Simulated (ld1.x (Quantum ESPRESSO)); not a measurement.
# Logarithmic derivatives: Ag, PAW

ld1.x (Quantum ESPRESSO) 7.5 input, shortened:

```
&input
   title='Ag', zed=47., rel=1, dft='PZ', iswitch=3,
   config='[Kr] 4d9.5 5s0 5p0'
 /
 &inputp
   pseudotype=3, lpaw=.true., tm=.true., lloc=-1, rcloc=2.10,
   nlcc=.true., new_core_ps=.true.,
   which_augfun='BESSEL', rmatch_augfun=1.55
 /
6
5S  1  0   0.00   0.00  1.45  2.02  0.0
5S  1  0   0.00  -0.25  1.45  2.02  0.0
5P  2  1   0.00   0.00  1.75  2.35  0.0
5P  2  1   0.00   2.80  1.75  2.35  0.0
4D  3  2   9.50   0.00  1.35  1.50  0.0
4D  3  2   0.00   3.65  1.35  1.50  0.0
 &test
   configts(1)='4d9.5 5s0 5p0'
 /
```

The phase is arctan(r·u′/u) with u = r·R(r), unwrapped; energies in Ry, scanned from -4 to 5 Ry. A pole is an energy at which the radial function vanishes at the test radius. The pseudo phase is shifted by a multiple of π to meet the all-electron one at the reference energy, and phase errors are pseudo minus all-electron; the curves can meet again beyond the range given. Levels narrower than the energy grid can be missing from the lists of poles. n/a: not evaluated, since a narrow level or a reset projector energy made the automatic matching unsafe.

```tsv
channel	radius (bohr)	reference energy (Ry)	poles, all-electron	poles, pseudo	unbroken range about the reference energy with phases within 0.05 rad	phase error 1 Ry above the reference energy (rad)
s	2.54	-1.19	0.98	0.98	n/a	n/a
p	2.54	-0.75	2.29	2.29	below 4.5	-0.003
d	2.54	-1.64	-1.41, 4.69	-1.41, 4.69	the whole range	+0.000
```

Note: ghost state, extra bound levels that the all-electron valence spectrum of the same l lacks: s at -40.2 eV. A true bound ghost makes a file unfit for plane-wave use.

Phases in the p channel:

| E (Ry) | all-electron | pseudo |
| --- | --- | --- |
| -4.00 | 1.339 | 1.331 |
| -3.76 | 1.327 | 1.320 |
| -3.52 | 1.313 | 1.308 |
| -3.28 | 1.298 | 1.293 |
| -3.04 | 1.281 | 1.276 |
| -2.80 | 1.260 | 1.256 |
| -2.56 | 1.235 | 1.232 |
| -2.32 | 1.205 | 1.202 |
| -2.08 | 1.167 | 1.164 |
| -1.84 | 1.116 | 1.114 |
| -1.60 | 1.048 | 1.046 |
| -1.36 | 0.951 | 0.949 |
| -1.12 | 0.802 | 0.801 |
| -0.88 | 0.563 | 0.563 |
| -0.64 | 0.181 | 0.181 |
| -0.40 | -0.311 | -0.313 |
| -0.16 | -0.733 | -0.735 |
| 0.08 | -1.005 | -1.008 |
| 0.32 | -1.173 | -1.175 |
| 0.56 | -1.282 | -1.284 |
| 0.80 | -1.358 | -1.360 |
| 1.04 | -1.414 | -1.415 |
| 1.28 | -1.457 | -1.458 |
| 1.52 | -1.491 | -1.492 |
| 1.76 | -1.520 | -1.521 |
| 2.00 | -1.545 | -1.545 |
| 2.24 | -1.567 | -1.567 |
| 2.48 | -1.587 | -1.587 |
| 2.72 | -1.605 | -1.605 |
| 2.96 | -1.623 | -1.623 |
| 3.20 | -1.640 | -1.640 |
| 3.44 | -1.657 | -1.658 |
| 3.68 | -1.675 | -1.678 |
| 3.92 | -1.694 | -1.701 |
| 4.16 | -1.714 | -1.729 |
| 4.40 | -1.737 | -1.769 |
| 4.64 | -1.764 | -1.844 |
| 4.88 | -1.795 | -2.104 |
